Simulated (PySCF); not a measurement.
Structure with atom numbers: `[CH2:1]=[CH:2][C@:3]([CH3:4])([Cl:5])[C:6]1=[CH:7][SiH2:8][CH2:9]1`. Hydrogens are named by the atom that carries them. Ha(C1) is cis to C3; Ha(Si8), Ha(C9) are pro-R; Hb(Si8), Hb(C9) are pro-S; Hb(C1) is trans to C3.

- PBE0/pcSseg-1 with gauge-including orbitals
- geometry from GFN2-xTB
- run in PySCF 2.14.0 with density-fitted response routines
- no relativistic terms, one conformer, gas phase, averaged over atoms made equivalent by symmetry, fast rotation or ring inversion

δ = σ(ref) − σ, references computed at the same level: TMS for 13C (σ = 186.93 ppm).

Q: Do the 13C shifts follow the atomic charges (in e)? Tabulate both.

A: 
```csv
atoms,hybridisation,δ (ppm),σ para (ppm),Hirshfeld,IAO,Mulliken,ESP-fitted
C6,sp2,174.9,-249,+0.01,+0.03,-0.07,+0.29
C2,sp2,151.3,-219,-0.05,-0.13,-0.06,-0.14
C7,sp2,135.0,-202,-0.15,-0.44,-0.29,-0.47
C1,sp2,119.6,-187,-0.09,-0.31,-0.12,-0.32
C3,sp3,73.8,-129,+0.06,+0.06,-0.50,-0.01
C4,sp3,26.6,-87,-0.12,-0.42,-0.11,-0.57
C9,sp3,17.2,-80,-0.17,-0.54,-0.40,-0.53
```

Correlation coefficients of δ with charge over these carbons: Hirshfeld +0.40, IAO +0.54, Mulliken +0.51, ESP-fitted +0.67; with the paramagnetic shielding -1.00. Among the 4 sp2 carbons alone: Hirshfeld +0.80, IAO +0.86, Mulliken +0.47, ESP-fitted +0.89. With so few points, grouped by hybridisation, these coefficients are fragile. Charge is one influence among several: hybridisation and low-lying excitations act through the paramagnetic term.

Carbons that carry Cl, above all several Cl atoms, come out too deshielded, partly because spin–orbit coupling is missing. Shifts are as computed. Against solution values, carbons near 30 ppm lie about +3 ppm off and those near 130 ppm about +5 ppm; carbons on Cl a further +6 ppm. Of 1211 compounds with measured shifts, 218 miss one by over three times the rms of a fit or turn the order of signals round; such compounds aren't used in these exercises.
